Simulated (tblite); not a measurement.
Compound: C₅H₄Cl₂O.
Bonds: C1–C2, C2–O3 (double), C2–C4, C4–C5 (triple), C5–C6, C6–Cl7, C6–Cl8. Hydrogens: H9, H10, H11 on C1; H12 on C6.

Computed geometry: GFN2-xTB, gas phase.

Task: What internal coordinates does the optimisation give?

Result: 
| bond | length (Å) |
| --- | --- |
| C1–C2 | 1.504 |
| C2=O3 | 1.203 |
| C2–C4 | 1.446 |
| C4≡C5 | 1.205 |
| C5–C6 | 1.435 |
| C6–Cl7, C6–Cl8 | 1.793 |
| C1–H9, C1–H10, C1–H11 | 1.088 |
| C6–H12 | 1.092 |

Bonds in one row agree within 0.01 Å and their mean is given. A selection of angles:
| angle | degrees |
| --- | --- |
| C1–C2–O3 | 125.1 |
| C1–C2–C4 | 112.5 |
| O3–C2–C4 | 122.4 |
| C2–C4–C5 | 176.5 |
| C4–C5–C6 | 175.5 |
| C5–C6–Cl7 | 109.4 |
| Cl7–C6–Cl8 | 109.8 |

The 4 C–C bonds span 1.205 Å (C4≡C5, drawn triple) to 1.504 Å (C1–C2, drawn single), a spread of 0.299 Å.

Point group: Cs (tolerance 0.08 Å). Its lowest GFN2-xTB frequency is 8i cm⁻¹, too small to tell a flat minimum from a shallow saddle. 3 starts were optimised and ended at 0.00, 0.04 and 0.59 kcal/mol (GFN2-xTB); the lowest of these is shown.

The run took 0.26 s wall on Arm Neoverse V1, one thread, no GPU, shared host with 32 logical CPUs at a one-minute load of 16. This is the geometry optimisation.
